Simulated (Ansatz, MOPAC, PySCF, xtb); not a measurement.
Lewis adduct: BH3 (SMILES B) (first 4 atoms) with CHN (SMILES C#N); geometry from B3LYP-D3(BJ)/def2-TZVP, rigid monomers moved along the line of their centres of mass till B1···N6 is 1.39 Å.
(charge 0, multiplicity 1):
```xyz
7

B     -0.0969     0.0482     0.7696
H      0.6659     0.9271     0.4507
H      0.2039    -1.0311     0.3220
H     -1.2557     0.3333     0.5912
C      0.1558    -0.1762     3.2759
N      0.0418    -0.0749     2.1452
H      0.2622    -0.2707     4.3319
```

Monomers are frozen at their geometry in the pair; levels with a basis set take the counterpoise correction. Rows marked so take none.

Cores are frozen in the correlated methods. Rows in 6-31G* carry no dispersion term and start afresh at each structure (6-31G* with six Cartesian d functions). The state that AM1, PM6 reach isn't checked.

Programs: Ansatz (Gaussian orbitals); MOPAC for AM1, PM6 (differences of heats of formation); PySCF for 6-31G* rows, the dispersion terms; xtb for the GFN methods. Each number belongs to the level named beside it.

```json
[
 {"level": "AM1", "interaction energy (kcal/mol)": "-32.79"},
 {"level": "PM6", "interaction energy (kcal/mol)": "-54.21"},
 {"level": "GFN1-xTB", "interaction energy (kcal/mol)": "-30.50"},
 {"level": "HF/6-31G* (no counterpoise)", "interaction energy (kcal/mol)": "-8.80"},
 {"level": "BP86/6-31G* (no counterpoise)", "interaction energy (kcal/mol)": "-35.07"},
 {"level": "r2SCAN-D3(BJ)/def2-TZVPPD", "interaction energy (kcal/mol)": "-34.94"},
 {"level": "MP2/aug-cc-pVTZ", "interaction energy (kcal/mol)": "-24.64"},
 {"level": "CCSD/aug-cc-pVDZ", "interaction energy (kcal/mol)": "…"},
 {"level": "CCSD(T)/aug-cc-pVDZ", "interaction energy (kcal/mol)": "…"}
]
```

### Question
Fill in the missing entries.

### Answer

- CCSD/aug-cc-pVDZ, interaction energy (kcal/mol): -14.56
- CCSD(T)/aug-cc-pVDZ, interaction energy (kcal/mol): -15.97

Ansatz is a first-principles code.
